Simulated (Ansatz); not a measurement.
`[SiH3]NBS` + `[F][GaH][Cl]` → `BN[SiH3]` + `[F][Ga]([SH])[Cl]` at 600 K and 1 bar (redistribution).

Computed with Ansatz on PBE0-D4/def2-TZVP structures; ΔE is electronic, products minus reactants. CCSD(T)/CBS adds triple-zeta CCSD(T) − MP2 to the extrapolated MP2 energy (def2 sets, frozen cores). For Ga outer-core shells are correlated without core-valence functions, which leaves a few kJ/mol of doubt a bond. Scalar relativity is left out up to krypton. One conformer a species, not always the lowest.

```json
{"species": "`[SiH3]NBS`", "CCSD(T)/CBS energy (Eh)": "-770.04619", "H − E (kJ/mol)": "229.6", "S (J/(mol·K))": "423.9"}
{"species": "`[F][GaH][Cl]`", "CCSD(T)/CBS energy (Eh)": "-2484.20089", "H − E (kJ/mol)": "60.4", "S (J/(mol·K))": "341.3"}
{"species": "`BN[SiH3]`", "CCSD(T)/CBS energy (Eh)": "-372.22946", "H − E (kJ/mol)": "214.2", "S (J/(mol·K))": "364.4"}
{"species": "`[F][Ga]([SH])[Cl]`", "CCSD(T)/CBS energy (Eh)": "-2882.02312", "H − E (kJ/mol)": "79.6", "S (J/(mol·K))": "402.0"}
```

H − E and S are ideal-gas, rigid-rotor, harmonic terms from PBE0-D4/def2-TZVP, for one conformer and one mirror image of each species. 1 Eh = 2625.50 kJ/mol, R = 8.31446 J/(mol·K).

Q: By hand: ΔE, ΔH, ΔS and ΔG.

A: ΔE = (-372.22946) + (-2882.02312) − (-770.04619) − (-2484.20089) = -0.00550 Eh = -14.4 kJ/mol. Δ(H − E) = 214.2 + 79.6 − 229.6 − 60.4 = 3.8, so ΔH = -10.6 kJ/mol. ΔS = 364.4 + 402.0 − 423.9 − 341.3 = 1.2 J/(mol·K). ΔG = -10.6 − 600 × (1.2)/1000 = -11.3 kJ/mol.

Q: By hand: the equilibrium constant, and the temperature at which ΔG would vanish if ΔH and ΔS stayed fixed.

A: log₁₀ K = −ΔG/(RT ln 10) = 1.0. ΔH and −TΔS have one sign here, so there is no such temperature. One of them is within its doubt of zero, so this could turn.

The number of gas molecules stays the same, so ΔS is small and ΔH decides. A doubt of 5 kJ/mol in ΔE shifts log₁₀ K by 0.4 here. Other conformers and mirror images would add mixing entropy, several J/(mol·K) or more a flexible species. These are equilibria of isolated gas molecules and say nothing of rates. Largest T1 diagnostic: 0.013 (customary marks: 0.02 for closed shells, 0.045 for open ones).
